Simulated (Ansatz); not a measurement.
C₂H₇AlFN. Total charge 0; spin multiplicity 1. The bonds changed during the relaxation, so this is another structure than the one it started from. The structure was optimised at the PBE0-D4/def2-TZVP level. It is one conformer, not always the lowest.

```xyz
12

C    -1.093    1.002    0.044
N    -0.248   -0.170   -0.028
Al    1.752    0.071    0.088
C    -0.750   -1.322   -0.161
F     2.162   -1.555   -0.050
H    -0.898    1.517    0.988
H    -0.820    1.681   -0.766
H    -2.153    0.746   -0.027
H     2.043    0.970   -1.198
H     1.915    0.703    1.545
H    -0.079   -2.175   -0.211
H    -1.830   -1.468   -0.224
```

Q: What is the dipole moment at ωB97M-V/def2-TZVPP? (An estimate is asked.)

A: Computed: 6.16 D, with components (-6.15, -0.07, -0.29) D in this frame, pointing from negative to positive charge.

Q: And with PBE, r2SCAN, B3LYP? (Estimate.)

A: Computed: PBE 5.89 D, r2SCAN 6.04 D, B3LYP 6.09 D.

Q: Give the Mulliken charges with ωB97M-V, PBE, B3LYP in def2-TZVPP. (Estimate.)

A: Ansatz gave: 
```csv
atom,ωB97M-V,PBE,B3LYP
C1,-0.23,-0.18,-0.19
N2,-0.08,0.01,-0.04
Al3,0.40,0.35,0.47
C4,-0.01,-0.03,-0.04
F5,-0.41,-0.38,-0.42
H6,0.15,0.13,0.14
H7,0.15,0.13,0.14
H8,0.10,0.08,0.09
H9,-0.17,-0.18,-0.21
H10,-0.17,-0.18,-0.21
H11,0.15,0.13,0.15
H12,0.11,0.09,0.11
```

B3LYP here is the variant with VWN-RPA as its local correlation; programs differ in this.
